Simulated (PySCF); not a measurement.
# Tm: excitation energy

Tm [Xe] 4f13 6s2 (2F) → Tm [Xe] 4f14 6s1 (2S), as a difference of total energies. All numbers are calculated (PySCF 2.14, scalar relativity by spin-free X2C-1e, in cc-pVDZ-X2C). The calculations carry no spin-orbit coupling.

```json
{"method": "UHF", "excitation energy (eV)": "9.476"}
{"method": "MN15", "excitation energy (eV)": "4.764"}
{"method": "B97-3", "excitation energy (eV)": "5.546"}
{"method": "HSE06", "excitation energy (eV)": "5.352"}
```

In the upper state the promoted electron has a positive orbital energy at MN15, B97-3, HSE06, so the basis confines it.
